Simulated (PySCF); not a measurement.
An unknown gives this computed stick spectrum. The calculation used TDDFT CAM-B3LYP/def2-SVPD, vertical, gas phase, core orbitals frozen in the response (PySCF). Geometries: GFN2-xTB, one conformer each.

```csv
state,E (eV),f,"main configurations (H = HOMO, L = LUMO)"
S1,5.79,0.0003,"H→L+2 (69%), H→L+1 (15%), H→L (10%)"
S2,7.60,0.013,"H-1→L+1 (41%), H-1→L (22%), H-1→L+3 (11%)"
S3,7.62,0.018,"H→L+1 (45%), H→L (24%), H→L+3 (10%)"
S4,7.96,0.028,"H-1→L+2 (34%), H-1→L (32%), H-1→L+1 (12%)"
S5,8.00,0.0097,"H-1→L+2 (32%), H-1→L+1 (28%), H-1→L+3 (8%)"
S6,8.07,0.015,"H→L (24%), H→L+3 (16%), H→L+1 (16%)"
S7,8.42,0.242,"H-2→L+2 (31%), H-2→L (17%), H-2→L+1 (11%)"
S8,8.45,0.033,"H-2→L+1 (27%), H-1→L+3 (26%), H-1→L (21%)"
```

Orbital energies (eV): HOMO-3 -12.02, HOMO-2 -10.64, HOMO-1 -10.11, HOMO -9.55, LUMO 0.94, LUMO+1 1.09, LUMO+2 1.22.

Problem. Which structure fits?
A. `F[Si@@]([SiH2]O)(CC)C#C`
B. `C[Si@H]1OCC(=O)O1`
C. `CC(=O)[SiH2]C(=O)O`

Solution. B. Its S1, at 5.79 eV, is the highest among the candidates; the nearest of the others has S1 at 5.41 eV. S1 is HOMO→LUMO+2 (69%), HOMO→LUMO+1 (15%), HOMO→LUMO (10%). Löwdin shares by element: HOMO oxygen 70% or more, carbon 19% or more; LUMO silicon 27%, carbon 16% or more, oxygen 10% or more, hydrogen 8% or more (atoms not listed hold the other 40%). At the same level the other candidates give, for their lowest levels:
- `CC(=O)[SiH2]C(=O)O`: 3.55 eV (f 0.002); 5.09 eV (f 0.005); 5.78 eV (f 0.029); 6.73 eV (f 0.007); 6.84 eV (f 0.083); T1 2.91 eV; HOMO -8.52, LUMO -0.38 eV
- `C#C[Si@@](F)(CC)[SiH2]O`: 5.41 eV (f 0.009); 6.07 eV (f 0.006); 6.17 eV (f 0.001); 6.43 eV (f 0.001); 7.00 eV (f 0.073); T1 4.88 eV; HOMO -9.08, LUMO -0.25 eV
Triplets come from the Tamm–Dancoff approximation.
